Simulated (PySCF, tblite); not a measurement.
Isomers of [C8H8S]+ (charge +1 and doublet state), one GFN2-xTB conformer each. Single-point energies are computed at B3LYP/pcH-1 (PySCF, gas phase, no added dispersion term), electronic only. GFN2-xTB treats the open shell by occupation alone, and not every SCF solution was tested for stability.

Task: Rank them by B3LYP/pcH-1 energy, lowest first (kJ/mol).
A. `[CH2:1]=[CH:2][c:3]1[cH:4][cH:5][cH:6][c:7]([SH+:8])[cH:9]1` (charge +1 and doublet state) with C1–C2–C3–C4 4°, C6–C7–S8–H 180°
B. `[CH3:1][C+:2]=[C:3][C:4](=[C:5]=[S:6])/[CH:7]=[CH:8]\[CH3:9]` (charge +1 and doublet state) with C3–C4–C7–C8 180°

Result: A (0.0), B (203.1).

As drawn, the lower has an S–H bond, which the higher lacks. GFN2-xTB itself gives, in the same order: 0.0, 166.1. Both levels put the same isomer lowest.

Task: What happens when harmonic zero-point energies from GFN2-xTB frequencies are added?

Result: 
```csv
SMILES,ZPE (kJ/mol),electronic (kJ/mol),with ZPE (kJ/mol)
C=Cc1cccc([SH+])c1,331.9,0.0,0.0
C[C+]=[C]C(=C=S)/C=C\C,329.6,203.1,200.8
```

The zero-point energies span 2.3 kJ/mol. The order is unchanged.
